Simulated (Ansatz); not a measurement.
Cost and result for the atomization energy of `C[SiH2]CS` (12 atoms, 11 bonds).

```xyz
12

C     1.685   -0.035    0.281
Si    0.066    0.846   -0.008
C    -1.396   -0.287    0.336
S    -1.420   -1.715   -0.782
H     1.740   -0.940   -0.327
H     2.529    0.608    0.022
H     1.788   -0.322    1.331
H    -0.042    1.295   -1.426
H    -0.036    2.050    0.866
H    -1.302   -0.709    1.340
H    -2.350    0.245    0.298
H    -1.263   -1.035   -1.930
```

Charge 0, multiplicity 1. All single points use the PBE0-D4/def2-TZVP geometry. It is one conformer, not always the lowest. Program: Ansatz. All runs use 4 threads of an Arm Neoverse V2 on a shared host. Times are those of one run each, without the atoms' runs, and a repeat can differ threefold. Electronic energies, without spin–orbit coupling; frozen cores. CCSD(T)/CBS adds CCSD(T) − MP2 in def2-TZVPP to the MP2 limit, and its time is that of the two runs behind it. T1 = 0.010. B3LYP takes the VWN-RPA correlation (the form of Gaussian; ORCA's B3LYP/G). HSE06 is the plane-wave form, built on full-range PBE exchange.

CCSD(T)/CBS is a level of theory with its own doubt, some kJ/mol a heavy atom from the limit and from the frozen cores, so smaller differences don't rank the functionals.

| level | functions | wall time | atomization (kcal/mol) | difference from CCSD(T)/CBS | per bond |
| --- | --- | --- | --- | --- | --- |
| revPBE-D4/def2-TZVPP | 258 | 1.8 s | 978.7 | -11.0 | -1.0 |
| BLYP-D4/def2-TZVPP | 258 | 1.8 s | 980.1 | -9.6 | -0.9 |
| HSE06-D4/def2-TZVPP | 258 | 3 s | 989.1 | -0.6 | -0.1 |
| CAM-B3LYP-D4/def2-TZVPP | 258 | 3 s | 990.9 | 1.2 | 0.1 |
| CCSD(T)/def2-SVP | 104 | 3.2 s | 933.5 | -56.2 | -5.1 |
| B3LYP-D4/def2-TZVPP (with forces) | 258 | 4.2 s | 988.4 | -1.3 | -0.1 |
| r2SCANh-D4/def2-TZVPP | 258 | 4.7 s | 987.3 | -2.4 | -0.2 |
| B2PLYP/def2-TZVPP | 258 | 4.7 s | 976.2 | -13.5 | -1.2 |
| PBE-QIDH/def2-TZVPP | 258 | 4.9 s | 983.0 | -6.7 | -0.6 |
| ωB97X-V/def2-TZVPP | 258 | 7 s | 993.6 | 3.9 | 0.4 |
| MP2/def2-QZVPP | 494 | 21 s | 982.6 | -7.1 | -0.6 |
| CCSD(T)/def2-TZVPP | 258 | 100 s | 965.9 | -23.8 | -2.2 |
| CCSD(T)/CBS(def2) | – | 2.1 min | 989.7 | 0.0 | 0.0 |

From BLYP to BHLYP (50 % exact exchange), in def2-TZVPP and without D4, the atomization energy moves by −3.2 kcal/mol: exact exchange takes away binding that semilocal exchange gives to molecules. In def2-TZVPP, CCSD(T) changes the Hartree–Fock value by +222.7 kcal/mol (the triples alone add +11.2 kcal/mol) and MP2 by +225.4 kcal/mol; breaking electron pairs costs correlation energy, which Hartree–Fock lacks. Leaving LDA and LC-ωPBE aside and taking each functional with its dispersion term where it has one, the values, not all of them listed here, spread over 25.0 kcal/mol, from BHLYP-D4 to PBE-D4. LDA lies +120.4 kcal/mol from PBE without D4, its usual overbinding.
